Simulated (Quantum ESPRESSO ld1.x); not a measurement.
The numbers below are computed, except where a source is named.
Task: Coherent X-ray form factor from a spherical all-electron density. Code: ld1.x of Quantum ESPRESSO 7.5. Model: scalar-relativistic Kohn-Sham, LDA (Slater exchange, Perdew-Zunger correlation), spin-polarised, spherical densities, point nucleus.

sin(theta)/lambda (1/angstrom)  f0 (electrons)
0.05                                    27.721
0.1                                     26.922
0.15                                    25.700
0.2                                     24.185
0.25                                    22.506
0.3                                     20.773
0.4                                     17.443
0.5                                     14.563
0.6                                     12.245
0.8                                      9.136
1                                        7.439
1.25                                     6.269
1.5                                      5.457
2                                        4.043

The species is in the configuration that NIST lists as its ground one. Which atom or ion scatters so?

Result: The zinc ion Zn2+, [Ar] 3d10. Extrapolating in s^2 from the first two rows gives f0(0) = 28.0, near the electron count 28; among species with that count, the fall with angle is slower the higher Z, and the table is that of Z = 30; from so few rows the species is fixed only to a neighbour or two.
